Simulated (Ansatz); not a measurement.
Cost and result up the ladder for GeO₃H₂ (6 atoms). Total charge 0; singlet. Geometry: PBE-D4/def2-SVP.

```xyz
6

Ge    0.3390   -0.2711   -0.1405
O    -1.3590   -0.7167    0.0857
O     0.7380    1.4183   -0.6206
O     1.0462    1.0157    0.9025
H    -1.8734    0.0558    0.3943
H     1.1093   -1.5019   -0.6215
```

Ansatz on 4 threads of Arm Neoverse V2 on a shared host. Times are rough, and most runs start from the orbitals of an earlier one. No level here is sound enough to serve as a yardstick. Binding counts from free atoms at the same level (Ge triplet, O triplet, H doublet; other spins of the atoms weren't run), without zero-point energy or a counterpoise term.

Correlated methods freeze 12 core orbitals; core or outer-core shells of Ge are correlated, in sets that lack core-valence functions. The structure comes from a short search, and lower isomers may exist.

Run but left out: BHLYP-D4/def2-TZVP, B2PLYP/def2-TZVP (restricted singlet, unstable in another Hartree–Fock run and untested here); HF/def2-TZVP (restricted singlet, unstable towards broken spin symmetry).

Correlated methods converge slowly with the basis.

```json
{"level": "PBE-D4/def2-SVP", "functions": "84", "wall time": "0.5 s", "binding energy per atom (eV)": "3.33", "remarks": "restricted SCF unstable in HF"}
{"level": "LDA (SPW92)/def2-TZVP", "functions": "153", "wall time": "0.55 s", "binding energy per atom (eV)": "3.97", "remarks": "restricted SCF unstable in HF"}
{"level": "PBE0-D4/def2-SVP", "functions": "84", "wall time": "0.7 s", "binding energy per atom (eV)": "3.06", "remarks": "restricted SCF unstable in HF"}
{"level": "PBE-D4/def2-TZVP", "functions": "153", "wall time": "0.9 s", "binding energy per atom (eV)": "3.35", "remarks": "restricted SCF unstable in HF"}
{"level": "revPBE-D4/def2-TZVP (with forces)", "functions": "153", "wall time": "1.1 s", "binding energy per atom (eV)": "3.21", "remarks": "restricted SCF unstable in HF"}
{"level": "PBE0-D4/def2-TZVP", "functions": "153", "wall time": "1.2 s", "binding energy per atom (eV)": "3.11", "remarks": "restricted SCF unstable in HF"}
{"level": "MP2/def2-TZVP", "functions": "153", "wall time": "1.2 s", "binding energy per atom (eV)": "3.23", "remarks": "restricted SCF unstable"}
{"level": "PBE-D4/def2-TZVPD", "functions": "192", "wall time": "1.4 s", "binding energy per atom (eV)": "3.36", "remarks": "restricted SCF unstable in HF"}
{"level": "r2SCAN-D4/def2-TZVP", "functions": "153", "wall time": "1.8 s", "binding energy per atom (eV)": "3.21", "remarks": "restricted SCF unstable in HF"}
{"level": "PBE0-D4/def2-TZVPD", "functions": "192", "wall time": "1.9 s", "binding energy per atom (eV)": "3.11", "remarks": "restricted SCF unstable in HF"}
{"level": "r2SCANh-D4/def2-TZVP", "functions": "153", "wall time": "2.2 s", "binding energy per atom (eV)": "3.12", "remarks": "restricted SCF unstable in HF"}
{"level": "r2SCAN-D4/def2-TZVPD", "functions": "192", "wall time": "2.6 s", "binding energy per atom (eV)": "3.22", "remarks": "restricted SCF unstable in HF"}
{"level": "B97M-V/def2-TZVP", "functions": "153", "wall time": "3.2 s", "binding energy per atom (eV)": "3.21", "remarks": "restricted SCF unstable in HF"}
{"level": "CCSD(T)/def2-TZVPP", "functions": "169", "wall time": "35 s", "binding energy per atom (eV)": "3.11", "remarks": "restricted SCF unstable"}
```
